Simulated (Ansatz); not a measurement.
Al(Me)2 (C2H6Al), SMILES [CH3][Al][CH3], multiplicity 2.

Geometry: B3LYP-D3(BJ)/def2-TZVP. The spin state was assumed, not searched. The isomer is the one that the SMILES or the coordinates give; other isomers of the formula were not compared.

Two levels are set side by side: PBE/def2-SVPD (Ansatz, an electronic-structure program) and PBE0/def2-SVPD (Ansatz). Energy differences of separate SCF runs at the same geometry; the states with an electron removed or added have multiplicity 1 and 1. Differences are taken from unrounded values.

```csv
quantity,PBE
vertical ionisation energy (eV),6.96
vertical electron affinity (eV),0.46
```

**Question.** These are the PBE values. What does PBE0 give? (Estimate from the structure and the level; the computed values follow.)

**Answer.** 
| quantity | PBE0 | PBE minus PBE0 |
|---|---|---|
| vertical ionisation energy (eV) | 7.08 | -0.12 |
| vertical electron affinity (eV) | 0.39 | 0.08 |
